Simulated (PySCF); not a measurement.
PySCF input file for In(Cl)(OH)(OMe) (CH4ClInO2), SMILES C[O][In]([OH])[Cl], PBE-D3(BJ)/def2-SVP. Geometry: PBE-D3(BJ)/def2-SVP. The def2 effective core potentials stand for the cores of In; spin–orbit coupling is left out. The values are those of a single conformer.

```python
import numpy as np
from pyscf import gto, scf, dft, df
from pyscf.hessian import thermo

mol = gto.M(
    atom='''
    In    0.15613635   -0.04279188    0.00000000
    Cl   -0.76481864   -2.21386659    0.00000000
    O     2.15953823    0.20225221   -0.00000000
    H     2.56917375   -0.68654500    0.00000000
    O    -1.12807376    1.50771168   -0.00000000
    C    -0.64447166    2.83924956   -0.00000000
    H    -0.03680573    3.09473743   -0.89990400
    H    -1.52921228    3.51439553   -0.00000000
    H    -0.03680573    3.09473743    0.89990400
    ''',
    basis='def2-SVP',
    ecp={'In': 'def2-svp'},
    charge=0,
    spin=0,
    max_memory=1600,
    verbose=3,
)
mf = dft.RKS(mol, xc='pbe').density_fit(auxbasis='def2-universal-jkfit')
mf.disp = 'd3bj'
mf.grids.level = 3
mf.conv_tol = 1e-11
mf.max_cycle = 100
mf.kernel()

# [left out here: the lines that compute and print the analytic Hessian (its translational invariance restored by hand, since the grid's response is missing), thermochemistry and intensities]
```

Log of the run:

```
converged SCF energy = -840.65972473057

WARN: DFTD3 does not support analytical Hessian, using finite difference


WARN: Mole.unit (angstrom) is changed to Bohr

Mode                                 0                   1                   2
Irrep
Freq [cm^-1]                       39.1510             68.5580             79.2667
Reduced mass [au]                   1.4199              6.0845              3.1547
Force const [Dyne/A]                0.0013              0.0168              0.0117
Char temp [K]                      56.3296             98.6396            114.0472
Normal mode                   x     y     z       x     y     z       x     y     z
       0  In                 0.00  0.00 -0.01    0.04  0.00  0.00    0.00 -0.00 -0.05
       1  Cl                -0.00  0.00  0.03   -0.07  0.05 -0.00   -0.00  0.00  0.07
       2   O                 0.00 -0.00 -0.03    0.05 -0.06 -0.00    0.00 -0.00  0.10
       3   H                -0.00 -0.00 -0.01    0.01 -0.07 -0.00    0.00 -0.00  0.14
       4   O                -0.00 -0.00 -0.09   -0.03 -0.06  0.00   -0.00 -0.00 -0.03
       5   C                -0.00  0.00  0.10   -0.15 -0.02 -0.00   -0.00 -0.00  0.11
       6   H                 0.40 -0.00  0.37   -0.17  0.04 -0.00   -0.18  0.15  0.03
       7   H                -0.00 -0.00 -0.29   -0.21 -0.09 -0.00   -0.00 -0.00  0.40
       8   H                -0.40  0.00  0.37   -0.17  0.04  0.00    0.18 -0.15  0.03
Mode                                 3                   4                   5
Irrep
Freq [cm^-1]                       98.9201            142.9178            227.4279
Reduced mass [au]                   7.7301              3.4645              4.0531
Force const [Dyne/A]                0.0446              0.0417              0.1235
Char temp [K]                     142.3239            205.6269            327.2180
Normal mode                   x     y     z       x     y     z       x     y     z
       0  In                 0.02 -0.03  0.00    0.00  0.00  0.04    0.00  0.02 -0.00
       1  Cl                -0.07  0.01 -0.00   -0.00  0.00 -0.02    0.00  0.03 -0.00
       2   O                -0.01  0.19 -0.00    0.00 -0.00 -0.09    0.00 -0.02  0.00
       3   H                 0.11  0.25 -0.00   -0.00 -0.00  0.02   -0.04 -0.04 -0.00
       4   O                 0.01 -0.02 -0.00   -0.00 -0.00 -0.16   -0.11 -0.09  0.00
       5   C                 0.03 -0.03 -0.00   -0.00 -0.00  0.03    0.08 -0.15 -0.00
       6   H                 0.04 -0.04  0.00   -0.18  0.18 -0.03    0.13 -0.25  0.00
       7   H                 0.04 -0.02 -0.00   -0.00 -0.00  0.35    0.19 -0.01 -0.00
       8   H                 0.04 -0.04 -0.00    0.18 -0.18 -0.03    0.13 -0.25 -0.00
Mode                                 6                   7                   8
Irrep
Freq [cm^-1]                      281.4806            353.0507            513.9004
Reduced mass [au]                   1.0842             34.9077              8.8643
Force const [Dyne/A]                0.0506              2.5636              1.3793
Char temp [K]                     404.9879            507.9614            739.3883
Normal mode                   x     y     z       x     y     z       x     y     z
       0  In                 0.00  0.00 -0.00    0.02  0.04  0.00    0.01 -0.03  0.00
       1  Cl                 0.00  0.00 -0.00   -0.06 -0.13 -0.00    0.01  0.01 -0.00
       2   O                 0.00 -0.00 -0.06    0.03  0.01  0.00    0.07  0.00  0.00
       3   H                -0.00 -0.00  0.96    0.01 -0.00 -0.00    0.04 -0.01 -0.00
       4   O                -0.00 -0.00  0.03   -0.04  0.02  0.00   -0.17  0.11 -0.00
       5   C                 0.00 -0.00 -0.00    0.01  0.01 -0.00    0.01  0.08 -0.00
       6   H                 0.02 -0.02  0.00    0.01 -0.01 -0.00    0.04 -0.00  0.00
       7   H                 0.00  0.00 -0.04    0.03  0.03  0.00    0.10  0.21  0.00
       8   H                -0.02  0.02  0.00    0.01 -0.01  0.00    0.04 -0.00 -0.00
Mode                                 9                  10                  11
Irrep
Freq [cm^-1]                      577.7255            843.8970           1063.3095
Reduced mass [au]                  14.2276              1.0737              9.3925
Force const [Dyne/A]                2.7978              0.4505              6.2568
Char temp [K]                     831.2184           1214.1798           1529.8657
Normal mode                   x     y     z       x     y     z       x     y     z
       0  In                -0.04  0.00 -0.00    0.00 -0.00 -0.00    0.00 -0.00 -0.00
       1  Cl                 0.00  0.00  0.00   -0.00 -0.00  0.00    0.00 -0.00  0.00
       2   O                 0.22  0.03 -0.00    0.02  0.06 -0.00   -0.00 -0.00 -0.00
       3   H                 0.11 -0.03  0.00   -0.88 -0.38  0.00    0.01  0.00  0.00
       4   O                 0.04 -0.03 -0.00    0.01  0.00  0.00    0.04  0.17 -0.00
       5   C                -0.00 -0.02  0.00   -0.00 -0.00  0.00   -0.07 -0.18  0.00
       6   H                -0.01 -0.01 -0.00   -0.00  0.01  0.00   -0.05 -0.12  0.01
       7   H                -0.03 -0.06 -0.00   -0.00 -0.00 -0.00    0.00 -0.06  0.00
       8   H                -0.01 -0.01  0.00   -0.00  0.01 -0.00   -0.05 -0.12 -0.01
Mode                                12                  13                  14
Irrep
Freq [cm^-1]                     1123.8791           1135.9046           1410.1087
Reduced mass [au]                   1.2788              1.3186              1.0426
Force const [Dyne/A]                0.9517              1.0024              1.2214
Char temp [K]                    1617.0118           1634.3138           2028.8324
Normal mode                   x     y     z       x     y     z       x     y     z
       0  In                -0.00  0.00 -0.00    0.00 -0.00 -0.00    0.00 -0.00 -0.00
       1  Cl                 0.00 -0.00  0.00    0.00  0.00  0.00   -0.00  0.00  0.00
       2   O                 0.00  0.00 -0.00   -0.00  0.00 -0.00   -0.00 -0.00  0.00
       3   H                 0.00  0.00  0.00   -0.00  0.00  0.00   -0.00 -0.00  0.00
       4   O                 0.00 -0.00 -0.05   -0.06  0.02 -0.00   -0.00  0.00 -0.01
       5   C                -0.00  0.00  0.12    0.12 -0.04  0.00   -0.00  0.00 -0.05
       6   H                -0.23 -0.51 -0.17   -0.16  0.35 -0.08    0.27 -0.40  0.05
       7   H                 0.00  0.00 -0.28   -0.29 -0.59 -0.00   -0.00 -0.00  0.69
       8   H                 0.23  0.51 -0.17   -0.16  0.35  0.08   -0.27  0.40  0.05
Mode                                15                  16                  17
Irrep
Freq [cm^-1]                     1411.8440           1427.1034           2901.9146
Reduced mass [au]                   1.0875              1.0798              1.0325
Force const [Dyne/A]                1.2772              1.2957              5.1229
Char temp [K]                    2031.3292           2053.2841           4175.2090
Normal mode                   x     y     z       x     y     z       x     y     z
       0  In                 0.00 -0.00  0.00    0.00 -0.00 -0.00   -0.00  0.00  0.00
       1  Cl                -0.00  0.00 -0.00    0.00  0.00 -0.00    0.00 -0.00 -0.00
       2   O                -0.00 -0.00 -0.00   -0.00  0.00  0.00    0.00  0.00  0.00
       3   H                -0.00 -0.00 -0.00   -0.00 -0.00 -0.00    0.00 -0.00  0.00
       4   O                -0.00  0.02  0.00    0.01  0.01 -0.00   -0.00 -0.00  0.00
       5   C                -0.02  0.07  0.00    0.05  0.05 -0.00   -0.03 -0.04 -0.00
       6   H                 0.31 -0.36  0.11   -0.41 -0.37 -0.39    0.34  0.13 -0.52
       7   H                -0.42 -0.51 -0.00   -0.03 -0.04  0.00   -0.33  0.24  0.00
       8   H                 0.31 -0.36 -0.11   -0.41 -0.37  0.39    0.34  0.13  0.52
Mode                                18                  19                  20
Irrep
Freq [cm^-1]                     2970.4190           3001.2232           3690.2630
Reduced mass [au]                   1.1061              1.1024              1.0669
Force const [Dyne/A]                5.7504              5.8504              8.5602
Char temp [K]                    4273.7716           4318.0920           5309.4668
Normal mode                   x     y     z       x     y     z       x     y     z
       0  In                -0.00  0.00  0.00    0.00 -0.00 -0.00    0.00  0.00  0.00
       1  Cl                -0.00  0.00 -0.00   -0.00 -0.00  0.00    0.00  0.00 -0.00
       2   O                 0.00 -0.00 -0.00    0.00  0.00 -0.00   -0.03  0.05 -0.00
       3   H                -0.00  0.00 -0.00    0.00 -0.00  0.00    0.42 -0.87  0.00
       4   O                -0.00 -0.00  0.00    0.00  0.00  0.00    0.00 -0.00 -0.00
       5   C                 0.00 -0.00 -0.09   -0.08  0.03 -0.00    0.00  0.00 -0.00
       6   H                -0.37 -0.13  0.54    0.13  0.06 -0.23   -0.00 -0.00  0.00
       7   H                -0.00  0.00 -0.02    0.70 -0.51 -0.00    0.00 -0.00 -0.00
       8   H                 0.37  0.13  0.54    0.13  0.06  0.23   -0.00 -0.00 -0.00
temperature 298.1500 [K]
pressure 101325.00 [Pa]
Rotational constants [GHz] 3.78023 1.48079 1.07136
Symmetry number 1
Zero-point energy (ZPE) 0.05322 [Eh]   139737.375 [J/mol]
                           tot       elec      trans        rot        vib
Entropy [J/mol/K]       401.141      0.000    174.719    118.715    107.707
Cv [J/mol/K]            103.830      0.000     12.472     12.472     78.887
Cp [J/mol/K]            112.145      0.000     20.786     12.472     78.887
Internal energy [J/mol]                      3718.434   3718.434 154676.340
Internal energy [Eh]   -840.59798  -840.65972
Enthalpy [J/mol]                             6197.391   3718.434 154676.340
Enthalpy [Eh]          -840.59703
Gibbs free energy [J/mol]                  -45895.048 -31676.553 122563.541
Gibbs free energy [Eh] -840.64259
mode   freq/cm-1   IR/(km/mol)
   1       39.15         2.064
   2       68.56         2.112
   3       79.27         0.561
   4       98.92        16.443
   5      142.92        30.130
   6      227.43         8.602
   7      281.48        74.441
   8      353.05        36.784
   9      513.90        18.977
  10      577.73        60.377
  11      843.90        85.974
  12     1063.31       168.522
  13     1123.88         0.003
  14     1135.90         5.079
  15     1410.11         2.344
  16     1411.84        16.322
  17     1427.10        39.507
  18     2901.91       110.958
  19     2970.42        43.798
  20     3001.22        20.574
  21     3690.26        57.096
max |gradient| / (hartree/bohr): 9.675208383756396e-05
APT charges: [ 1.3718 -0.5167 -0.671   0.23   -0.74    0.511  -0.0626 -0.0599 -0.0626]
```

Self-consistency was reached.

Cost: around 100 core-seconds (rough).
